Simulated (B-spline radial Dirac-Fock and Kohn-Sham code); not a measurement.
**The Cs atom: differential elastic cross section for electrons at 4.24 keV**

Method: relativistic (Dirac) partial waves in the static field of the Dirac-Fock atom with Furness-McCarthy exchange, without polarisation or absorption potentials. Computed with a radial atomic solver.

```csv
θ (°),dσ/dΩ (Å²/sr),Sherman function
0,171,0.000
10,1.88,0.001
20,0.242,0.000
30,0.0800,-0.007
40,0.0350,-0.011
50,0.0190,0.003
60,0.0117,0.033
70,0.00792,0.061
80,0.00574,0.065
90,0.00453,0.029
100,0.00400,-0.035
110,0.00402,-0.092
120,0.00449,-0.117
130,0.00526,-0.111
140,0.00619,-0.091
150,0.00711,-0.067
160,0.00790,-0.043
170,0.00842,-0.021
180,0.00860,0.000
```

The total elastic cross section is 1.60 Å², the first transport cross section 0.0987 Å² and the second, weighted with (3/2) sin²θ, 0.146 Å². The mean deflection is ⟨1 − cos θ⟩ = 0.0615, and 2.0 % of the collisions scatter beyond 90°.

On this grid of angles the cross section has a minimum near 100°.

Phase shifts modulo π (rad) for κ = −1 to −5: 0.160, -1.415, 0.490, -0.408, -1.025.
